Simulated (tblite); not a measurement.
C4H8Se2Si.
Numbering: `[CH:1]#[C:2][CH2:3][Se:4][Se:5][SiH2:6][CH3:7]` (hydrogens: H8 on C1; H9, H10 on C3; H11, H12 on Si6; H13, H14, H15 on C7)

Computed with GFN2-xTB (tblite), gas phase: L-BFGS steps from a force-field or distance-geometry start until the largest atomic force falls under 0.01 eV/Å.

Step 125: E = -563.1999 eV
```
atom  x, y, z in Å  |  force x, y, z in eV/Å
C1      1.0590    1.2478    1.7768    0.005   0.025  -0.038
C2      1.7763    0.6083    1.0601   -0.004  -0.025  -0.007
C3      2.5636   -0.1993    0.1754   -0.005  -0.024   0.035
Se4     1.5385   -0.7177   -1.4735   -0.013   0.004   0.008
Se5     0.0393   -2.2145   -0.5658    0.020  -0.006  -0.004
Si6    -1.7716   -0.8591   -0.0133    0.011   0.014  -0.008
C7     -1.8646    0.5975   -1.2207   -0.004  -0.024   0.051
H8      0.4704    1.8382    2.4143    0.013  -0.022  -0.001
H9      2.8705   -1.1323    0.6547   -0.004   0.027  -0.002
H10     3.4381    0.3416   -0.1928   -0.020   0.006   0.001
H11    -1.5780   -0.4199    1.3685    0.006   0.000   0.004
H12    -2.9033   -1.7747   -0.1300   -0.015  -0.018  -0.010
H13    -0.9770    1.2187   -1.1352    0.036   0.010  -0.029
H14    -1.9395    0.2544   -2.2497    0.021   0.004   0.006
H15    -2.7263    1.2190   -1.0074   -0.048   0.028  -0.007
```

Step 126: E = -563.2005 eV
```
atom  x, y, z in Å  |  force x, y, z in eV/Å
C1      1.0587    1.2754    1.7595    0.023   0.006  -0.043
C2      1.7730    0.6167    1.0565   -0.019   0.000   0.003
C3      2.5563   -0.2076    0.1826    0.000  -0.017   0.061
Se4     1.5411   -0.7073   -1.4780   -0.005  -0.007   0.016
Se5     0.0420   -2.2210   -0.5964    0.028   0.002  -0.011
Si6    -1.7645   -0.8707   -0.0192    0.007   0.016   0.005
C7     -1.8663    0.6001   -1.2088    0.006  -0.007   0.031
H8      0.4740    1.8780    2.3901    0.026  -0.036  -0.021
H9      2.8400   -1.1446    0.6693   -0.016   0.024  -0.017
H10     3.4480    0.3140   -0.1729   -0.037   0.013  -0.003
H11    -1.5581   -0.4466    1.3660    0.000  -0.002  -0.003
H12    -2.8959   -1.7867   -0.1386   -0.011  -0.011  -0.008
H13    -0.9804    1.2247   -1.1200    0.009  -0.005  -0.020
H14    -1.9411    0.2683   -2.2419    0.015   0.007   0.019
H15    -2.7313    1.2153   -0.9870   -0.026   0.016  -0.010
```

Step 127: E = -563.2010 eV
```
atom  x, y, z in Å  |  force x, y, z in eV/Å
C1      1.0519    1.2858    1.7473   -0.022   0.043   0.019
C2      1.7657    0.6186    1.0535    0.020  -0.030  -0.037
C3      2.5491   -0.2116    0.1867   -0.021  -0.007   0.046
Se4     1.5429   -0.7044   -1.4808    0.005  -0.012   0.008
Se5     0.0438   -2.2256   -0.6146    0.023   0.001  -0.011
Si6    -1.7564   -0.8741   -0.0213   -0.001  -0.003   0.027
C7     -1.8646    0.6020   -1.2015    0.001   0.011   0.001
H8      0.4701    1.8898    2.3781    0.005  -0.014  -0.011
H9      2.8237   -1.1467    0.6784   -0.008  -0.032  -0.006
H10     3.4457    0.3034   -0.1611    0.006   0.039  -0.026
H11    -1.5368   -0.4559    1.3636   -0.006  -0.005   0.000
H12    -2.8890   -1.7899   -0.1375   -0.006  -0.003  -0.005
H13    -0.9753    1.2226   -1.1218    0.008   0.004  -0.003
H14    -1.9489    0.2742   -2.2346    0.008  -0.005  -0.005
H15    -2.7264    1.2198   -0.9732   -0.013   0.012   0.003
```

Question: Estimate the geometry and energy of step 128. (The exact step hangs on the optimiser's Hessian estimate; all steps are aligned on step 127, rigid shifts and turns removed.)

Answer: E = -563.2012 eV, largest force 0.033 eV/Å
```
atom  x, y, z in Å  |  force x, y, z in eV/Å
C1      1.0487    1.2998    1.7356    0.005   0.016   0.001
C2      1.7618    0.6233    1.0495   -0.004  -0.011  -0.003
C3      2.5452   -0.2172    0.1925   -0.001   0.002   0.033
Se4     1.5492   -0.7006   -1.4846    0.003  -0.019   0.018
Se5     0.0464   -2.2287   -0.6360    0.017   0.011  -0.009
Si6    -1.7510   -0.8796   -0.0234    0.004   0.000   0.025
C7     -1.8656    0.6039   -1.1942   -0.002   0.017  -0.004
H8      0.4685    1.9095    2.3628    0.009  -0.016  -0.022
H9      2.8057   -1.1548    0.6890   -0.012   0.000  -0.025
H10     3.4498    0.2903   -0.1493   -0.018   0.013  -0.007
H11    -1.5234   -0.4688    1.3629   -0.007  -0.009  -0.007
H12    -2.8836   -1.7959   -0.1394   -0.002   0.001  -0.004
H13    -0.9757    1.2242   -1.1166    0.005   0.001   0.004
H14    -1.9541    0.2816   -2.2289    0.003  -0.004   0.000
H15    -2.7266    1.2210   -0.9586    0.002  -0.002   0.000
```

The energy changes by -0.0002 eV. The first-order estimate −F·Δx gives -0.0004 eV and the mean of the old and new forces, exact on a quadratic surface, -0.0002 eV. The step makes an angle of 87° with the force vector and moves no atom by more than 0.025 Å.

What follows is the cost of the whole relaxation. Time: 2.5 s of wall time. Hardware: Intel Xeon, one thread, shared host with 64 logical CPUs at a one-minute load of 64.
